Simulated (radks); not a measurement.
The numbers below are computed, except where a source is named.
The bismuth ion Bi+ inside a hard spherical wall (all orbitals vanish at R), configuration held at [Hg] 6p2 and not refilled when levels cross. Code: a radial shooting solver on a logarithmic mesh with Libxc functionals. Model: scalar-relativistic Kohn-Sham, LDA (Slater exchange, VWN5 correlation), spin-polarised, spherical densities, point nucleus; open shells are filled with parallel spins first (spin-orbit coupling, left out, can overturn this in heavy ions). Eigenvalues in eV for spin up, with the zero of energy where the potential of the charges vanishes at infinity; a dash marks a level that is unbound or too diffuse for the functional's potential to be trusted. A positive occupied level is held by the wall or, in an anion where self-interaction has pushed it up, behind a barrier. The pressure on the wall is -dE/dV.

R (bohr) = free: E (hartree) -21519.0683; kinetic (hartree) 24412.107; e(5p) -104.13; e(5d) -35.399; e(6s) -22.870; e(6p) -12.195; e(7s, empty) -4.994; e(6d, empty) -3.494; pressure (GPa) 0
R (bohr) = 6: E (hartree) -21519.0530; kinetic (hartree) 24412.234; e(5p) -103.66; e(5d) -34.943; e(6s) -22.504; e(6p) -11.712; e(7s, empty) -0.706; e(6d, empty) -0.889; pressure (GPa) 1.53
R (bohr) = 4: E (hartree) -21518.7256; kinetic (hartree) 24414.062; e(5p) -99.928; e(5d) -31.459; e(6s) -19.102; e(6p) -6.384; e(7s, empty) 21.943; e(6d, empty) 11.396; pressure (GPa) 81.4
R (bohr) = 3.5: E (hartree) -21518.2778; kinetic (hartree) 24416.246; e(5p) -96.880; e(5d) -28.644; e(6s) -15.586; e(6p) -1.025; e(7s, empty) 40.151; e(6d, empty) 21.276; pressure (GPa) 260
R (bohr) = 3: E (hartree) -21517.1242; kinetic (hartree) 24421.497; e(5p) -91.187; e(5d) -23.302; e(6s) -7.736; e(6p) 10.342; e(7s, empty) 74.135; e(6d, empty) 39.950; pressure (GPa) 952
R (bohr) = 2.5: E (hartree) -21513.7891; kinetic (hartree) 24435.650; e(5p) -79.756; e(5d) -11.910; e(6s) 11.835; e(6p) 37.015; e(7s, empty) 143.33; e(6d, empty) 78.606; pressure (GPa) 4200
R (bohr) = 1.5: E (hartree) -21454.4286; kinetic (hartree) 24645.275; e(5p) 18.075; e(5d) 104.33; e(6s) 262.52; e(6p) 332.54; e(7s, empty) 741.39; e(6d, empty) 422.66; pressure (GPa) 202000
